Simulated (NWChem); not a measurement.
System: CH6AuNS; SMILES [S](C)[Au]<-[NH3]

Here is an NWChem input.

```
start job
memory heap 200 mb stack 900 mb global 1100 mb
geometry units angstroms noautoz
  Au     0.047479    -0.395133     0.001110
  S      0.555389     1.815569     0.002077
  C     -1.060275     2.661093    -0.000411
  H     -1.651579     2.430220    -0.897966
  H     -0.846569     3.740631     0.000959
  H     -1.655149     2.428640     0.894359
  N     -0.326183    -2.513447     0.000995
  H     -0.752040    -2.824389     0.874650
  H      0.541768    -3.037625    -0.116761
  H     -0.950225    -2.787470    -0.758478
end
basis spherical
  Au library def2-svp
  S library def2-svp
  C library def2-svp
  H library def2-svp
  N library def2-svp
end
ecp
  Au library def2-ecp
end
dft
  xc b3lyp
  iterations 150
  mulliken
end
task dft energy
```

All runs use the structure optimised with PBE0/def2-SVP. No frequency run checked for a minimum. def2 effective core potentials on Au; no spin-orbit coupling.

Problem. Predict the main results of this run. (B3LYP/def2-SVP with def2 effective core potentials on Au.) Quantities: energy (Ha); highest occupied level (eV); orbital gap (eV); dipole (D).

Solution. 
```yaml
energy (Ha): -630.32
highest occupied level (eV): -4.85
orbital gap (eV): 4.27
dipole (D): 7.27
```
